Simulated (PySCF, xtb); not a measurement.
B(AsH2)2(H) (As2BH5), SMILES B([AsH2])[AsH2].

Harmonic wavenumbers (cm⁻¹) from GFN2-xTB (xtb) at its own minimum, in rising order: 111, 143, 179, 411, 470, 542, 623, 656, 731, 753, 966, 995, 1005, 1849, 1855, 1866, 1877, 2569.

What does PySCF with B3LYP-D3(BJ)/def2-SVP give at its own minimum? (An estimate is asked for; the answer gives what the named calculation found.)

121, 188, 214, 404, 501, 528, 610, 694, 768, 772, 978, 993, 1017, 2192, 2194, 2209, 2214, 2627. Paired by order, the mean absolute difference is 94 cm⁻¹ and the zero-point energies are 25.2 and 27.5 kcal/mol.
